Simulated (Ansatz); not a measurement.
`BC(F)F` + `OCF` → `FCOC(F)F` + BH₃ at 600 K and 1 bar (substitution at a C–B bond).

Computed with Ansatz on PBE0-D4/def2-TZVP structures; ΔE is electronic, products minus reactants. CCSD(T)/CBS adds triple-zeta CCSD(T) − MP2 to the extrapolated MP2 energy (def2 sets, frozen cores). This one scheme is used for every species. Each species was taken in one conformer, which may not be the lowest.

| species | CCSD(T)/CBS energy (Eh) | H − E (kJ/mol) | S (J/(mol·K)) |
| --- | --- | --- | --- |
| `BC(F)F` | -264.18920 | 152.1 | 348.7 |
| `OCF` | -214.81254 | 149.8 | 300.3 |
| `FCOC(F)F` | -452.44638 | 205.9 | 403.2 |
| BH₃ | -26.55200 | 91.5 | 217.3 |

H − E and S are ideal-gas, rigid-rotor, harmonic terms from PBE0-D4/def2-TZVP, for one conformer and one mirror image of each species. 1 Eh = 2625.50 kJ/mol, R = 8.31446 J/(mol·K).

Question: By hand: ΔE, ΔH, ΔS and ΔG.

Answer: ΔE = (-452.44638) + (-26.55200) − (-264.18920) − (-214.81254) = 0.00336 Eh = 8.8 kJ/mol. Δ(H − E) = 205.9 + 91.5 − 152.1 − 149.8 = -4.5, so ΔH = 4.3 kJ/mol. ΔS = 403.2 + 217.3 − 348.7 − 300.3 = -28.5 J/(mol·K). ΔG = 4.3 − 600 × (-28.5)/1000 = 21.4 kJ/mol.

Question: By hand: the equilibrium constant, and the temperature at which ΔG would vanish if ΔH and ΔS stayed fixed.

Answer: log₁₀ K = −ΔG/(RT ln 10) = -1.9. ΔH and −TΔS have one sign here, so there is no such temperature. One of them is within its doubt of zero, so this could turn.

TΔS isn't small against ΔH here. A doubt of 5 kJ/mol in ΔE shifts log₁₀ K by 0.4 here. Other conformers and mirror images would add mixing entropy, several J/(mol·K) or more a flexible species. Modes under 60 cm⁻¹, often nearly free rotors, make the harmonic entropy too high. These are equilibria of isolated gas molecules and say nothing of rates. Largest T1 diagnostic: 0.012 (customary marks: 0.02 for closed shells, 0.045 for open ones).
